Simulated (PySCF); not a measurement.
Coordinates in bohr (charge -1 multiplicity 1):
```
Zn    0.0000    0.0000    0.0000
F     0.0000    0.0000    3.5137
F     3.0430    0.0000   -1.7569
F    -3.0430    0.0000   -1.7569
```

Method: B3LYP/[Zn def2-SVPD, F def2-SVPD], no relativity, density fitting, PySCF.

This geometry of ZnF₃⁻ is a stationary point at this level.

Problem. What is the point group?

Solution. D3h.

Problem. Is it a minimum?

Solution. Yes: all harmonic wavenumbers are real.

Problem. List the harmonic modes with their infrared intensities.

Solution. 
```csv
symmetry,ω (cm⁻¹),"IR (km/mol, summed over degenerate members)"
e',147,63.7
a2'',163,63.5
a1',501,0.0
e',534,261
```

Problem. Give the ideal-gas entropy at 298.15 K and 1 bar by parts.

Solution. translation 168.7, rotation 93.8, vibration 40.8, spin 0.0; total 303.2 J/(mol K).

In D3h the vibrations span 2e' + a2'' + a1'. The a1' mode carries no infrared intensity, as symmetry demands.

Stability towards spin polarisation was not tested. This need not be the most stable arrangement of these atoms. The lowest empty level of this anion is unbound, so it and the gap depend on the basis.
